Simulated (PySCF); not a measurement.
B(Cl)(Me)(OH) (CH4BClO), SMILES CB(O)Cl. Heavy atoms are numbered as in [B:1]([Cl:2])([CH3:3])[OH:7]. Hydrogens are named by the atom that carries them.

The structure is a stationary point at B3LYP-D3(BJ)/def2-SVP. One conformer was computed; it need not be the lowest.

All values below come from PBE0/pcSseg-1 run with PySCF.

GIAO shieldings, no solvent; atoms alike by connectivity are averaged. δ = σ(ref) − σ: ¹¹B against BF3 (σ = 88.8 ppm); ³⁵Cl against HCl (σ = 945.9 ppm); ¹³C against TMS (σ = 186.3 ppm); ¹H against TMS (σ = 31.56 ppm); ¹⁷O against H2O (σ = 334.2 ppm), references at their B3LYP-D3(BJ)/def2-TZVP geometries, non-relativistic (without spin–orbit terms, shifts of atoms bonded to Cl or Br come out too high).

Computed chemical shifts:
```csv
nucleus,atoms,count,δ (ppm)
¹¹B,B1,1,31.9
³⁵Cl,Cl2,1,157.7
¹³C,C3 (CH3),1,7.3
¹H,H on O7,1,5.57
¹H,H on C3,3,1.02
¹⁷O,O7 (OH),1,190.3
```
